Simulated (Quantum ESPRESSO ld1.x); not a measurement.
Values are calculated unless marked as measured or tabulated.
Species: Gd+. Configuration: [Xe] 4f7 5d1 6d1 (not the ground configuration). Level of theory: Dirac Kohn-Sham, LDA (Slater exchange, VWN5 correlation), spin-unpolarised, spherical densities, point nucleus; open shells fill j = l - 1/2 first (ld1.x of Quantum ESPRESSO 7.5).

Normalised radial functions P(r) = r R(r) (large component), r in bohr:

```
   r/bohr * 5s1/2 (the largest magnitude, 1.03, reaches the edge; | marks zero)
 0.001089                             |*
 0.001277                             |*
 0.001511                             | *
 0.001773                             | *
 0.002081                             | *
 0.002462                             | *
 0.002889                             |  *
 0.003417                             |  *
  0.00401                             |  *
 0.004706                             |  *
 0.005567                             |   *
 0.006533                             |   *
 0.007728                             |   *
 0.009069                             |   *
  0.01064                             |   *
  0.01259                             |   *
  0.01477                             |   *
  0.01748                             |  *
  0.02051                             | *
  0.02407                             |*
  0.02847                            *|
  0.03341                           * |
  0.03952                         *   |
  0.04638                       *     |
  0.05443                      *      |
  0.06438                      *      |
  0.07556                       *     |
  0.08938                         *   |
   0.1049                             *
   0.1231                             |   *
   0.1456                             |       *
   0.1709                             |         *
   0.2005                             |        *
   0.2372                             |     *
   0.2783                             *
   0.3293                     *       |
   0.3864                *            |
   0.4534               *             |
   0.5364                  *          |
   0.6295                           * |
   0.7446                             |        *
   0.8738                             |                 *
    1.025                             |                        *
    1.213                             |                          *
    1.423                             |                        *
    1.684                             |                  *
    1.976                             |            *
    2.319                             |       *
    2.743                             |   *
    3.219                             | *
    3.808                             |*
    4.469                             *
    5.244                             *
    6.204                             *
     7.28                             *
    8.612                             *
    10.11                             *
    11.86                             *
    14.03                             *
    16.46                             *
    19.47                             *
    22.85                             *
```

5s1/2: eigenvalue -59.273 eV, 4 radial nodes at r = 0.0267, 0.106, 0.276, 0.655 bohr, <r> = 1.33 bohr, 90 % of the charge inside 1.92 bohr.
